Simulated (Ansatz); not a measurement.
Geometry optimisation, RKS r2SCAN-D4/def2-SVP in Ansatz.

Input:

```yaml
crystal:
  periodic: [false, false, false]
  atoms:
    - { symbol: Ge, position_ang: [-0.49792, -0.000138, -0.396814] }
    - { symbol: H, position_ang: [0.151633, -0.000349, 2.28706] }
    - { symbol: F, position_ang: [1.080532, -0.000355, 0.245032] }
    - { symbol: F, position_ang: [-0.653972, 1.398339, -1.35554] }
    - { symbol: F, position_ang: [-0.653872, -1.398041, -1.356411] }
    - { symbol: F, position_ang: [-1.770024, -0.000619, 0.719352] }
    - { symbol: H, position_ang: [-0.542677, 0.001164, 2.460822] }
basis:
  gaussian: { orbitals: def2-SVP }
hamiltonian:
  xc: r2scan
  dispersion: d4
relax:
  f_tol: 0.03
  max_steps: 50
```

Command:

```bash
$ ansatz run input.yaml --threads 4 --pin off --max-ram 5120MiB --backend cpu --events-out ev --progress --plain --runs-dir out
```

Q: Where does it end, and by what steps?

A: The forces met the threshold. After 5 steps the energy has fallen by 0.190 eV; H2 moved furthest, 0.57 Å.

```csv
step,energy less start (eV),largest force component (eV/Å),accepted
0,0.0000,1.692,yes
1,-0.1306,0.290,yes
2,-0.1530,0.156,yes
3,-0.1851,0.042,yes
4,-0.1900,0.051,yes
5,-0.1904,0.024,yes
```

```xyz
7
Properties=species:S:1:pos:R:3
Ge -0.546 -0.001 -0.631
H 0.301 0.003 2.841
F 0.962 -0.003 0.158
F -0.670 1.390 -1.602
F -0.670 -1.389 -1.607
F -1.811 -0.003 0.508
H -0.451 0.002 2.936
```

Whether the end is a true minimum wasn't checked by a vibrational analysis.

Time of the run: 8.4 s on 4 threads of AMD EPYC 7B13 (Zen 3) (shared host), peak memory 0.19 GiB.
